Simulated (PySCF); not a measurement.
Species: SiH2Me(OiPr), C4H12OSi.
Cartesian coordinates in Å at the PBE0-D3(BJ)/def2-SVP level; atoms count from 1:
```
atom  x, y, z in Å
Si1    0.3278    1.5979    0.4106
H2     0.4637    1.6355    1.9028
H3     1.7024    1.7446   -0.1741
C4    -0.8104    2.9588   -0.1603
H5    -1.8160    2.8219    0.2656
H6    -0.8972    2.9599   -1.2571
H7    -0.4314    3.9417    0.1607
O8    -0.3265    0.1543   -0.1043
C9     0.3624   -1.0732   -0.2373
C10   -0.4175   -1.9350   -1.2104
C11    0.5390   -1.7381    1.1178
H12    1.3672   -0.8793   -0.6668
H13   -1.4228   -2.1395   -0.8108
H14    0.0921   -2.8942   -1.3864
H15   -0.5314   -1.4156   -2.1727
H16    1.1252   -1.1028    1.7997
H17   -0.4439   -1.9181    1.5804
H18    1.0610   -2.7021    1.0204
```

Theory: PySCF, TDDFT wB97X-D/def2-SVPD, vertical, gas phase, core orbitals frozen in the response.

Ground-to-excited transition dipoles (e·a0, same axes as the geometry; the sign carries no meaning), for the states with f of 0.002 or more among the lowest 7:

```tsv
state	E (eV)	μx	μy	μz
S1	7.552	-0.109	-0.040	-0.041
S2	7.958	-0.221	0.206	0.210
S3	8.256	0.079	-0.538	-0.221
S4	8.325	0.083	0.050	-0.180
S5	8.643	0.177	-0.538	0.263
S6	8.796	0.067	-0.202	0.347
S7	8.896	0.255	0.145	-0.435
```

Q: What oscillator strength does each state have?

A: f = (2/3) ΔE |μ|² with ΔE in hartree (27.2114 eV).

| state | \|μ\|² (au) | \|μ\| (D) | f |
| --- | --- | --- | --- |
| S1 | 0.015 | 0.31 | 0.003 |
| S2 | 0.136 | 0.94 | 0.026 |
| S3 | 0.345 | 1.49 | 0.070 |
| S4 | 0.042 | 0.52 | 0.009 |
| S5 | 0.390 | 1.59 | 0.083 |
| S6 | 0.166 | 1.04 | 0.036 |
| S7 | 0.275 | 1.33 | 0.060 |

Q: Which bond between heavy atoms lies closest to the direction of the S5 transition dipole?

A: Si1–C4, at 21° from it; next O8–C9 at 32°.

Q: What angle do the transition dipoles of S3 and S5 make?

A: |cos θ| = |μa·μb| / (|μa| |μb|) = 0.67, so θ ≈ 48° (taken between 0 and 90°, since the signs are arbitrary).

Q: What peak molar absorption coefficient would the strongest computed level give as a lone Gaussian band 0.3 eV wide at half height?

A: ε(max) = 2.175×10⁸ f / FWHM, with the width in cm⁻¹. S5: 2.175×10⁸ × 0.0825 / 2420 ≈ 7400 L mol⁻¹ cm⁻¹.

All these states lie below the vertical ionisation energy of 9.90 eV (ΔSCF).

One conformer stands for the species.

Without π bonds the low states may be Rydberg-like; a valence basis with one diffuse set may place them up to an eV too high.
